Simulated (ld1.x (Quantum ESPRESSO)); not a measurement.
## helium: excitation energies, all-electron against PAW

* Element: helium
* Generator: ld1.x (Quantum ESPRESSO) 7.5
* Type: PAW
* Functional: LDA (PZ)
* Relativity: scalar-relativistic
* Frozen core: none
* Valence charge: 2
* Reference configuration: 1s2
* Partial waves: 1s (bound): rcut 0.35, rcutus 0.50 bohr; 1s channel at 3.9 Ry: rcut 0.35, rcutus 0.50 bohr; 2p channel at 0.05 Ry: rcut 0.40, rcutus 0.50 bohr
* Local potential: all-electron potential smoothed inside 0.45 bohr (lloc = -1)
* Core correction: none
* Augmentation charge: BG, radius 0.35 bohr

Energies are relative to the spin-unpolarised reference configuration 1s2; without spin polarisation the order of configurations can differ from experiment. Spin-polarised rows fill each open shell by Hund’s rule, majority spin first.

Task: Give the all-electron excitation energy and the error of the potential for: 1s1; 1s1.5; 1s1 (spin-polarised); 1s1.5 (spin-polarised).

Result:

| valence configuration | charge | ΔE all-electron (eV) | error AE − PS (meV) |
| --- | --- | --- | --- |
| 1s1 | +1 | 26.485 | -0.5 |
| 1s1.5 | +0.5 | 10.375 | -0.2 |
| 1s1 (spin-polarised) | +1 | 24.284 | -0.4 |
| 1s1.5 (spin-polarised) | +0.5 | 10.024 | -0.2 |
